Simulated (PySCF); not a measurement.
ScF3, SMILES [F][Sc]([F])[F].

Geometry optimised at PBE-D3(BJ)/def2-SVP. The isomer is the one that the SMILES or the coordinates give; other isomers of the formula were not compared.

Computed with PBE-D3(BJ)/def2-SVP (PySCF).

Frequencies are harmonic and unscaled.

Modes within 1.5 cm⁻¹ of each other (mostly degenerate sets) share a row, with their intensities summed.

| mode | ν (cm⁻¹) | IR (km/mol) | moving atoms (share of kinetic energy) |
|---|---|---|---|
| 1 | 56 | 99.1 | Sc 56 %, F 44 % |
| 2–3 | 171 | 23.4 | F 86 %, Sc 14 % |
| 4 | 641 | 0.0 | F 100 % |
| 5–6 | 753 | 433.5 | F 58 %, Sc 42 % |
